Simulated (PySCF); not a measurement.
Vertical excitations of a molecule C3H11NSi from TDDFT-CAM-B3LYP/def2-SVPD (PySCF), as energy in eV (oscillator strength): 6.03 (0.010), 7.00 (0.019), 7.18 (0.001), 7.35 (0.018), 7.48 (0.060), 7.74 (0.030), 7.79 (0.035), 8.53 (0.004), 8.65 (0.022), 8.73 (0.031). Lowest triplet (TDA): 5.76 eV. Geometry: PBE0-D3(BJ)/def2-SVP. The values are those of a single conformer.

Q: Which molecule gave these data?
A. CC[C@@H](N)[SiH3]
B. CC[Si@H](C)N
C. CC(C)N[SiH3]
D. CC[SiH2]CN

A: C, CC(C)N[SiH3]
